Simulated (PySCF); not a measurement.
CH2ClGeN.
Bonds: N1–C2 (triple), C2–Ge3, Ge3–Cl4. Hydrogens: H5, H6 on Ge3.

Method used: PBE0-D3(BJ)/def2-SVP geometry optimisation, gas phase in PySCF.

Q: What internal coordinates does the optimisation give?

A: 
```tsv
bond	length (pm)	order
N1≡C2	115.9	triple
C2–Ge3	192.2	single
Ge3–Cl4	214.7	single
Ge3–H5, Ge3–H6	152.7	single
```

Bonds in one row agree within 1 pm and their mean is given. Orders are formal, as drawn. A selection of angles:
```tsv
angle	degrees
N1–C2–Ge3	179.1
C2–Ge3–Cl4	106.4
C2–Ge3–H5	108.3
Cl4–Ge3–H5	109.2
H5–Ge3–H6	115.1
```

The 4 heavy atoms lie in one plane (0.001 Å rms). Ge3 (germanium bonded to C, Cl and 2 H) is distorted tetrahedral (angles from 106.4° to 115.1°).

Point group: Cs (every atom within 0.08 Å of its image). No PBE0-D3(BJ)/def2-SVP frequencies stand behind this structure, so it isn't proved a minimum.

On an Arm Neoverse V2 with one thread, on a shared host, this took 22 s of wall time and 0.35 GiB of memory at its peak. These figures are those of the optimisation.
